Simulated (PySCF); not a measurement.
## `C[C@@]12C=C[Se]C[C@@H]1C2`, C$_{7}$H$_{10}$Se

Molfile (atoms numbered from 1):
```
C7H10Se
     RDKit          3D

 18 19  0  0  0  0  0  0  0  0999 V2000
   -1.2635   -1.4846   -1.1319 C   0  0  0  0  0  0  0  0  0  0  0  0
   -0.3566   -0.7284   -0.1900 C   0  0  1  0  0  0  0  0  0  0  0  0
    0.8846   -1.4553    0.1844 C   0  0  0  0  0  0  0  0  0  0  0  0
    1.9865   -0.9350    0.7413 C   0  0  0  0  0  0  0  0  0  0  0  0
    2.2221    0.8971    1.1341 Se  0  0  0  0  0  2  0  0  0  0  0  0
    0.9652    1.5557   -0.2102 C   0  0  0  0  0  0  0  0  0  0  0  0
   -0.3207    0.7783   -0.3119 C   0  0  2  0  0  0  0  0  0  0  0  0
   -1.0046    0.1560    0.8603 C   0  0  0  0  0  0  0  0  0  0  0  0
   -0.7510   -1.7082   -2.0812 H   0  0  0  0  0  0  0  0  0  0  0  0
   -2.1679   -0.9032   -1.3651 H   0  0  0  0  0  0  0  0  0  0  0  0
   -1.5851   -2.4403   -0.6871 H   0  0  0  0  0  0  0  0  0  0  0  0
    0.8807   -2.5335   -0.0118 H   0  0  0  0  0  0  0  0  0  0  0  0
    2.8384   -1.5674    1.0036 H   0  0  0  0  0  0  0  0  0  0  0  0
    1.4850    1.5509   -1.1803 H   0  0  0  0  0  0  0  0  0  0  0  0
    0.7743    2.6028    0.0692 H   0  0  0  0  0  0  0  0  0  0  0  0
   -0.9787    1.1735   -1.0962 H   0  0  0  0  0  0  0  0  0  0  0  0
   -0.5027    0.2230    1.8297 H   0  0  0  0  0  0  0  0  0  0  0  0
   -2.0971    0.1762    0.9019 H   0  0  0  0  0  0  0  0  0  0  0  0
  2  1  1  6
  2  3  1  0
  3  4  2  0
  4  5  1  0
  5  6  1  0
  6  7  1  0
  7  8  1  0
  7  2  1  0
  8  2  1  0
  1  9  1  0
  1 10  1  0
  1 11  1  0
  3 12  1  0
  4 13  1  0
  6 14  1  0
  6 15  1  0
  7 16  1  6
  8 17  1  0
  8 18  1  0
M  END
```

Method: TDDFT B3LYP/def2-SVPD circular dichroism and optical rotation, one conformer, gas phase in PySCF 2.14.0. Geometry: PBE0-D3(BJ)/def2-SVP.

The calculation is non-relativistic, which matters for the atoms heavier than Zn. States above about 5.5 eV lie in this functional's continuum (it starts at minus the energy of the highest occupied orbital, well below the true ionisation energy for most functionals) and depend on the basis.

Stereocentres: C2 S, C7 R.

Problem. What is the specific rotation at 633, 589.3, 546, 436, 405, 365, 355 nm?

Solution. [α] in deg dm⁻¹ (g/mL)⁻¹:
```tsv
λ (nm)	origin-invariant length gauge	modified velocity gauge	length gauge (centre of mass)	isotropic polarisability (au)
633	-43.5	-33.7	-43.8	109.5
589.3	-57.4	-45.9	-57.7	110.1
546	-79.2	-65.3	-79.5	110.8
436	-254.0	-229.2	-254.0	114.2
405	-414.0	-383.2	-413.5	115.9
365	-960.9	-916.3	-958.0	119.2
355	-1257.3	-1207.0	-1253.0	120.4
```

Problem. And for the mirror image at 589.3 nm?

Solution. +57.4 deg dm⁻¹ (g/mL)⁻¹ (origin-invariant length gauge): the same size and the opposite sign.

Problem. What is the molar rotation [Φ] = [α]·M/100 of the geometry above at 589.3 nm?

Solution. With M = 173.13 g/mol, -99.4 deg cm² dmol⁻¹ (origin-invariant length gauge).

The first excitation lies at 4.32 eV (287 nm) with R = -48.6 × 10⁻⁴⁰ esu² cm² (velocity form).
